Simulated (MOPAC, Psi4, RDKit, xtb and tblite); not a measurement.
Relaxed torsion scan: SMILES CC/C=C\[SiH3] (C4H10Si). Scanned: dihedral C1–C2–C3–C4; all other coordinates were relaxed at GFN2-xTB. Points at φ and −φ are mirror images.

Geometry of the scan point at -105° (Å):
```
15

C     -2.0149    -0.2901     0.6797
C     -0.9837     0.6198     0.0098
C     -0.2413    -0.1226    -1.0534
C      1.0054    -0.5654    -0.9491
Si     2.1523    -0.3348     0.5244
H     -2.5673     0.2555     1.4413
H     -2.7226    -0.6711    -0.0538
H     -1.5177    -1.1361     1.1488
H     -1.4983     1.4756    -0.4358
H     -0.2852     0.9900     0.7618
H     -0.8220    -0.3269    -1.9481
H      1.4107    -1.1148    -1.7912
H      2.4258     1.0881     0.7540
H      3.4103    -1.0250     0.2284
H      1.5662    -0.9104     1.7397
```

Computed with: GFN2-xTB (xtb and tblite); MMFF94 // GFN2-xTB (RDKit); PBE/def2-TZVP // GFN2-xTB (Psi4); PBE-D3(BJ)/def2-TZVP // GFN2-xTB (Psi4); UFF // GFN2-xTB (RDKit); PM3, restricted, heats of formation // GFN2-xTB (MOPAC); AM1, restricted, heats of formation // GFN2-xTB (MOPAC).

Least-squares fit of E(φ) = a0 + Σ (a_n cos nφ + b_n sin nφ), n = 1 to 4, to the 24 scan points, in kJ/mol above the lowest point of each profile (levels whose profile four harmonics don't fit are not listed):

```csv
method,a0,a1,b1,a2,b2,a3,b3,a4,b4,rms of fit
GFN2-xTB,5.27,6.06,0.00,3.64,0.00,-0.76,0.00,-0.47,0.00,0.40
MMFF94,8.26,8.31,0.00,4.08,0.00,-2.93,0.00,-1.35,0.00,0.74
PBE/def2-TZVP,5.73,4.92,0.00,2.10,0.00,-2.39,0.00,-0.22,0.00,0.41
PBE-D3(BJ)/def2-TZVP,4.98,3.87,0.00,2.28,0.00,-2.12,0.00,-0.28,0.00,0.42
UFF,18.88,20.80,0.00,11.29,0.00,6.40,0.00,-2.02,0.00,0.65
PM3,5.38,7.58,0.00,2.50,0.00,0.37,0.00,-0.05,0.00,0.28
AM1,6.57,8.00,0.00,2.89,0.00,-0.42,0.00,0.85,0.00,0.22
```

MMFF94 has few fitted parameters for silicon.
